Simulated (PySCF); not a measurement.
A geometry optimisation, step by step.

C2H8AlAs.
Numbering: `[CH2:1]=[CH:2][AlH2-:3][AsH3+:4]` (hydrogens: H5, H6 on C1; H7 on C2; H8, H9 on Al3; H10, H11, H12 on As4)
Bond orders are those of one Lewis drawing.

Method: PBE0-D3(BJ)/def2-SVP geometry optimisation, gas phase in PySCF 2.14.0; density fitting, grid level 1; the optimiser is geomeTRIC in internal coordinates, started from a GFN2-xTB structure with every atom displaced at random (about 0.01 Å). 7 of its 16 geometries are shown. The frame can shift and turn from step to step; on so coarse a grid that alone can change the energy by a few meV, and forces under 0.02 eV/Å are noise.

Step 0: E = -69616.5042 eV, largest atomic force 2.355 eV/Å
```
atom  x, y, z in Å  |  force x, y, z in eV/Å
C1      1.802   -0.829   -0.299   -1.532   1.769  -0.262
C2      1.497   -0.227    0.866    0.084  -0.007  -0.485
Al3     0.212    1.281    0.581    1.010  -0.068   0.342
As4    -1.690   -0.115   -0.511   -1.513  -0.340   0.365
H5      2.481   -1.623   -0.453    1.045  -1.230  -0.079
H6      1.301   -0.434   -1.218    0.442  -0.453   0.209
H7      2.036   -0.614    1.742   -0.240   0.173   0.197
H8      0.464    2.218   -0.654    0.187   0.237  -0.229
H9     -0.750    1.821    1.716   -0.249  -0.066   0.143
H10    -2.482   -1.169   -1.266    0.499   0.009  -0.416
H11    -3.001    0.585   -0.172    0.178   0.257  -0.132
H12    -1.832   -0.923    0.745    0.088  -0.282   0.346
```

Step 2: E = -69616.9053 eV, largest atomic force 0.988 eV/Å
```
atom  x, y, z in Å  |  force x, y, z in eV/Å
C1      1.900   -0.872   -0.348    0.057   0.016   0.221
C2      1.492   -0.181    0.731    0.036   0.003  -0.182
Al3     0.235    1.328    0.570    0.247   0.103  -0.277
As4    -1.840   -0.078   -0.408   -0.651  -0.319   0.670
H5      2.620   -1.692   -0.237    0.010  -0.073  -0.210
H6      1.559   -0.656   -1.372    0.018  -0.011   0.091
H7      1.947   -0.515    1.674   -0.133   0.069   0.101
H8      0.468    2.358   -0.628    0.015   0.033   0.023
H9     -0.714    1.777    1.777   -0.040  -0.090   0.027
H10    -2.462   -1.088   -1.350    0.263   0.102  -0.300
H11    -3.159    0.612   -0.106    0.070   0.102  -0.122
H12    -2.007   -1.023    0.775    0.107   0.066  -0.042
```

Step 5: E = -69617.0782 eV, largest atomic force 0.189 eV/Å
```
atom  x, y, z in Å  |  force x, y, z in eV/Å
C1      1.957   -0.900   -0.342    0.056   0.025   0.055
C2      1.493   -0.181    0.691   -0.120   0.131   0.005
Al3     0.254    1.347    0.507   -0.098  -0.162  -0.004
As4    -1.939   -0.070   -0.221    0.049   0.063   0.054
H5      2.633   -1.751   -0.193    0.039  -0.052  -0.103
H6      1.705   -0.669   -1.388   -0.004  -0.021   0.068
H7      1.834   -0.499    1.689   -0.033  -0.043  -0.019
H8      0.446    2.361   -0.705   -0.039   0.022  -0.080
H9     -0.599    1.802    1.788    0.070   0.039   0.032
H10    -2.209   -0.976   -1.406    0.054   0.036  -0.003
H11    -3.297    0.598   -0.190    0.022   0.020  -0.036
H12    -2.238   -1.090    0.850    0.003  -0.057   0.030
```

Step 8: E = -69617.1312 eV, largest atomic force 0.168 eV/Å
```
atom  x, y, z in Å  |  force x, y, z in eV/Å
C1      1.924   -0.871   -0.372    0.022  -0.002  -0.069
C2      1.419   -0.209    0.681    0.063  -0.111  -0.007
Al3     0.204    1.335    0.521    0.074   0.147   0.031
As4    -1.919   -0.073   -0.054   -0.037   0.031  -0.033
H5      2.593   -1.741   -0.290   -0.037   0.063   0.079
H6      1.702   -0.567   -1.403   -0.017   0.018  -0.038
H7      1.714   -0.586    1.672   -0.021  -0.025   0.009
H8      0.243    2.192   -0.837   -0.019  -0.055   0.034
H9     -0.353    2.004    1.867    0.007   0.010  -0.029
H10    -1.865   -0.891   -1.323   -0.006  -0.040   0.042
H11    -3.279    0.547   -0.281   -0.018  -0.017   0.018
H12    -2.343   -1.167    0.898   -0.012  -0.020  -0.037
```

Step 10: E = -69617.1415 eV, largest atomic force 0.130 eV/Å
```
atom  x, y, z in Å  |  force x, y, z in eV/Å
C1      1.915   -0.839   -0.419    0.077  -0.099  -0.037
C2      1.384   -0.241    0.658   -0.014   0.042   0.043
Al3     0.235    1.356    0.538   -0.055   0.049  -0.085
As4    -1.935   -0.062    0.013    0.025  -0.014   0.051
H5      2.558   -1.729   -0.358   -0.031   0.034   0.017
H6      1.746   -0.464   -1.438   -0.016   0.031   0.007
H7      1.624   -0.690    1.634    0.008  -0.039  -0.024
H8      0.202    2.129   -0.869    0.030  -0.014   0.035
H9     -0.226    2.108    1.870    0.000  -0.004   0.007
H10    -1.799   -0.904   -1.234   -0.014   0.004  -0.002
H11    -3.318    0.486   -0.263   -0.005  -0.011   0.001
H12    -2.347   -1.178    0.948   -0.006   0.021  -0.013
```

Step 12: E = -69617.1446 eV, largest atomic force 0.069 eV/Å
```
atom  x, y, z in Å  |  force x, y, z in eV/Å
C1      1.928   -0.831   -0.439   -0.029   0.055   0.031
C2      1.369   -0.261    0.641   -0.012   0.018  -0.009
Al3     0.248    1.359    0.520   -0.015  -0.051   0.007
As4    -1.947   -0.051    0.038    0.030  -0.006  -0.022
H5      2.552   -1.732   -0.380    0.023  -0.035  -0.027
H6      1.795   -0.413   -1.446    0.010  -0.021   0.003
H7      1.573   -0.754    1.604   -0.013   0.000   0.000
H8      0.246    2.122   -0.886    0.008   0.016  -0.027
H9     -0.209    2.121    1.849    0.002   0.001   0.007
H10    -1.839   -0.918   -1.195    0.003   0.010   0.002
H11    -3.339    0.481   -0.226    0.000   0.005   0.018
H12    -2.338   -1.151    0.998   -0.007   0.006   0.018
```

Step 15: E = -69617.1463 eV, largest atomic force 0.031 eV/Å
```
atom  x, y, z in Å  |  force x, y, z in eV/Å
C1      1.940   -0.843   -0.458    0.002  -0.003  -0.003
C2      1.345   -0.294    0.613    0.020  -0.021  -0.012
Al3     0.263    1.350    0.488    0.000   0.006   0.008
As4    -1.951   -0.023    0.058    0.000  -0.004  -0.015
H5      2.543   -1.760   -0.407   -0.007   0.005   0.007
H6      1.862   -0.392   -1.457   -0.002   0.002  -0.002
H7      1.492   -0.822    1.567   -0.006   0.007   0.007
H8      0.300    2.123   -0.914   -0.006  -0.005   0.004
H9     -0.184    2.114    1.820    0.005   0.004  -0.003
H10    -1.917   -0.919   -1.158   -0.001   0.003   0.001
H11    -3.347    0.527   -0.141   -0.001   0.001   0.007
H12    -2.306   -1.091    1.067   -0.004   0.005   0.001
```

Q: Summarise the path.

A: The energy falls by 0.6421 eV from step 0 to step 15; nine tenths of that is first reached at step 6. It falls at every step. The largest force goes from 2.355 to 0.031 eV/Å. Among the bonds C1–H5 changes most, from 1.056 to 1.099 Å; the atoms move by 0.466 Å rms after alignment.

The cost below is that of the whole optimisation. On one thread of an Arm Neoverse V1, no GPU, shared host with 32 logical CPUs at a one-minute load of 13, this took 1.7 min and 0.49 GiB of memory at its peak.
